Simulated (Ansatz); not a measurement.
Molecule: C2H7Si, net charge 0, doublet state. It need not be the lowest isomer of its formula. SMILES: [CH2][SiH2]C
Coordinates optimised at B3LYP-D3(BJ)/def2-TZVP (Ansatz, an electronic-structure program):
```xyz
10

Si     0.0531     0.5267     0.0378
C     -1.6305    -0.2094     0.1949
C      1.3463    -0.8003    -0.2485
H      0.0600     1.5084    -1.0791
H      0.3902     1.2888     1.2728
H     -1.7953    -1.2679     0.3658
H     -2.5378     0.3835     0.1522
H      1.3560    -1.5162     0.5761
H      1.1454    -1.3490    -1.1706
H      2.3437    -0.3635    -0.3253
```
Charge 0, spin multiplicity 2.

Computed values are from Ansatz. Cores are frozen in the correlated levels unless marked. Open shells are spin-unrestricted. No spin-orbit coupling. Non-relativistic. CBS(X,Y): correlation extrapolated as X^-3; Hartree-Fock from the larger set (for Q and 5 zeta extrapolated as (X+1)exp(-9√X)).

Q: What is the T1 diagnostic at CCSD/cc-pV(5+d)Z?

A: 0.012.

Q: What is the atomisation energy De at CCSD(T)/CBS(cc-pV(Q+d)Z,cc-pV(5+d)Z)?

A: 3446.2 kJ/mol.

Q: What is the total energy at CCSD(T)/CBS(cc-pV(Q+d)Z,cc-pV(5+d)Z)?

A: -369.3321 Eh.

Q: What is the dipole moment at CCSD(T)/aug-cc-pV(D+d)Z?

A: 0.70 D.
